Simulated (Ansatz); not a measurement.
C4H11B, SMILES `BCC(C)C` from Hartree–Fock to CCSD(T)

```xyz
16

B     0.988    1.467    1.401
C    -0.229    0.712    0.813
C     0.026   -0.512   -0.062
C    -1.254   -1.289   -0.333
C     0.697   -0.101   -1.365
H     0.845    2.544    1.906
H     2.080    0.968    1.426
H    -0.769    0.413    1.734
H    -0.936    1.400    0.326
H     0.718   -1.169    0.480
H    -1.064   -2.173   -0.946
H    -1.978   -0.664   -0.866
H    -1.724   -1.619    0.597
H     0.048    0.570   -1.937
H     0.914   -0.968   -1.994
H     1.639    0.423   -1.179
```

Total charge 0; spin multiplicity 1. Geometry: relaxed with PBE0-D4/def2-TZVP. It is one conformer, not always the lowest. Frozen core, restricted reference, Ansatz. CBS rows extrapolate triple and quadruple zeta; past MP2 they add the triple-zeta difference.

| basis | HF (Eh) | MP2 corr. | CCSD corr. | (T) | CCSD(T) total |
| --- | --- | --- | --- | --- | --- |
| def2-SVP | -182.41433 | -0.66648 | -0.73910 | -0.02133 | -183.17476 |
| def2-TZVPP | ? | -0.81197 | -0.87378 | -0.03294 | ? |
| def2-QZVPP | ? | ? | – | – | – |
| CBS(def2) | ? | -0.89911 | -0.96091 | as TZ | ? |

Q: Fill in the withheld values. (Best estimate.)

A: The calculation gave: def2-TZVPP HF (Eh): -182.61104; def2-TZVPP CCSD(T) total: -183.51776; def2-QZVPP HF (Eh): -182.61993; def2-QZVPP MP2 corr.: -0.86203; CBS(def2) HF (Eh): -182.62115; CBS(def2) CCSD(T) total: -183.61500.
